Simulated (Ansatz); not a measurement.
Basis sets compared for Ta(NH)Cl3 (TaNCl3H). Charge 0, multiplicity 1. Geometry PBE0-D4/def2-SVP. Ansatz on 4 threads of Arm Neoverse V2 on a shared host; times are rough, and most runs start from earlier orbitals.

```xyz
6

Ta   -0.174   -0.376    0.042
N     0.553    1.199   -0.136
H     0.977    2.114   -0.239
Cl    0.431   -1.159    2.121
Cl    0.663   -1.693   -1.650
Cl   -2.450   -0.085   -0.138
```

In the def2 sets Ta takes a core potential; there is no spin–orbit coupling.

Binding counts from free atoms (Ta quartet, N quartet, H doublet, Cl doublet) in the same basis, without a counterpoise term.

```json
{"level": "PBE-D4/def2-SVP", "functions": "105", "energy (Eh)": "-1492.1577", "HOMO (eV)": "-7.24", "LUMO (eV)": "-2.98", "binding per atom (eV)": "4.30", "wall time": "0.85 s"}
{"level": "PBE-D4/def2-TZVP", "functions": "188", "energy (Eh)": "-1492.7112", "HOMO (eV)": "-7.27", "LUMO (eV)": "-3.12", "binding per atom (eV)": "4.29", "wall time": "1.4 s"}
{"level": "r2SCAN-D4/def2-TZVP (with forces)", "functions": "188", "energy (Eh)": "-1493.2103", "HOMO (eV)": "-7.60", "LUMO (eV)": "-3.05", "binding per atom (eV)": "4.17", "wall time": "4 s"}
{"level": "PBE0-D4/def2-SVP", "functions": "105", "energy (Eh)": "-1492.2162", "HOMO (eV)": "-8.65", "LUMO (eV)": "-2.27", "binding per atom (eV)": "4.10", "wall time": "1.3 s"}
{"level": "PBE0-D4/def2-TZVP", "functions": "188", "energy (Eh)": "-1492.7677", "HOMO (eV)": "-8.63", "LUMO (eV)": "-2.36", "binding per atom (eV)": "4.12", "wall time": "2.1 s"}
```

Question: Estimate the rows for PBE-D4/def2-TZVPD, r2SCAN-D4/def2-TZVPD, PBE0-D4/def2-TZVPD.

Answer: 
| level | functions | energy (Eh) | HOMO (eV) | LUMO (eV) | binding per atom (eV) | wall time |
| --- | --- | --- | --- | --- | --- | --- |
| PBE-D4/def2-TZVPD | 227 | -1492.7135 | -7.33 | -3.20 | 4.29 | 2.1 s |
| r2SCAN-D4/def2-TZVPD | 227 | -1493.2119 | -7.61 | -3.07 | 4.17 | 4.8 s |
| PBE0-D4/def2-TZVPD | 227 | -1492.7696 | -8.66 | -2.42 | 4.12 | 3.5 s |
